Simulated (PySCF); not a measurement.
Si(F)3(SH) (F3HSSi), SMILES F[Si](F)(F)S. Atoms are numbered in the order given.

```xyz
6

F     -0.7432    -0.9505     1.2756
Si     0.0083    -0.3452     0.0000
F     -0.7432    -0.9505    -1.2756
F      1.5140    -0.8748     0.0000
S      0.0579     1.7485     0.0000
H     -1.2916     1.8399     0.0000
```

Coordinates come from a PBE0-D3(BJ)/def2-SVP optimisation. Other conformers were not sampled.

All values below come from PySCF with PBE/def2-TZVP.

ESP charges are fitted to the potential on shells at 1.4 to 2.0 van der Waals radii. Atomic charges (e):

| atom | ESP fit | Mulliken | meta-Löwdin |
|---|---|---|---|
| F1 | -0.20 | -0.25 | -0.46 |
| Si2 | 0.54 | 0.80 | 1.51 |
| F3 | -0.20 | -0.25 | -0.46 |
| F4 | -0.14 | -0.25 | -0.46 |
| S5 | -0.21 | -0.24 | -0.26 |
| H6 | 0.20 | 0.18 | 0.13 |

Problem. Give the Mayer and Wiberg (Löwdin basis) orders of the bonds. (Estimate from the structure and the level; the computed values follow.)

Solution. 
```json
[
 {"bond": "F1–Si2", "Mayer": "1.19", "Wiberg": "1.77"},
 {"bond": "Si2–F3", "Mayer": "1.19", "Wiberg": "1.77"},
 {"bond": "Si2–F4", "Mayer": "1.19", "Wiberg": "1.77"},
 {"bond": "Si2–S5", "Mayer": "1.25", "Wiberg": "1.72"},
 {"bond": "S5–H6", "Mayer": "0.92", "Wiberg": "0.99"}
]
```
